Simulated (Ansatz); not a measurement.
Results of the Gaussian-basis code of Ansatz.

A structure relaxed at PBE0-D4/def2-TZVP, charge 0, multiplicity 1:

```tsv
atom	x (Å)	y (Å)	z (Å)
Si1	1.292	1.647	-1.165
Si2	0.859	-0.252	0.127
C3	-0.668	-0.143	1.231
Si4	-1.528	-1.514	0.275
S5	0.090	-1.859	-1.099
H6	2.268	1.326	-2.240
H7	1.842	2.751	-0.329
H8	0.020	2.106	-1.785
H9	2.082	-0.678	0.865
H10	-0.465	-0.396	2.273
H11	-1.185	0.817	1.191
H12	-2.767	-1.082	-0.424
H13	-1.839	-2.724	1.080
```

Problem. Give its formula and SMILES.

Solution. CH8SSi3, `[SiH3][SiH]1C[SiH2]S1`.

Problem. Point group (tolerance 0.08 Å, 0.16 Å for H)?

Solution. C1.

Problem. Summarise the bond lengths by kind.

Solution. 1 × Si–Si 2.338 Å; 6 × H–Si 1.486 to 1.490 Å; 2 × C–Si 1.880 to 1.888 Å; 2 × S–Si 2.151 to 2.163 Å; 2 × C–H 1.091 Å.
